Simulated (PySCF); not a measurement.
# Ti: interval between two levels

Ti [Ar] 3d2 4s2 [3F4, M_J = 4] → Ti [Ar] 3d1 4s2 5s1 [3D3, M_J = 3], as a difference of total energies. Computed with PySCF 2.14 in x2c-TZVPall-2c with one added diffuse shell each of s, p, d type (7s8p5d1f, 63 functions), with the two-component X2C-1e Hamiltonian. Correlated levels: [Ne] frozen; the 6 highest virtual spinors dropped. "Screened" scales the spin-orbit matrix elements by Boettger's factors to mimic the two-electron term; Breit and QED terms are absent.

```csv
method,interval between two levels (cm⁻¹)
GHF (spin-free),56955
GMP2 (spin-free),56995
GHF (screened spin-orbit),56926
GMP2 (screened spin-orbit),56962
```

The labels give the starting determinants; with spin-orbit coupling the two ends relaxed to ⟨J²⟩ = 20.02, ⟨L²⟩ = 12.01, ⟨S²⟩ = 2.01 and ⟨J²⟩ = 12.02, ⟨L²⟩ = 6.02, ⟨S²⟩ = 2.00.

The promoted electron is Rydberg-like, and one or two diffuse shells describe it only roughly, which tends to raise the upper state.
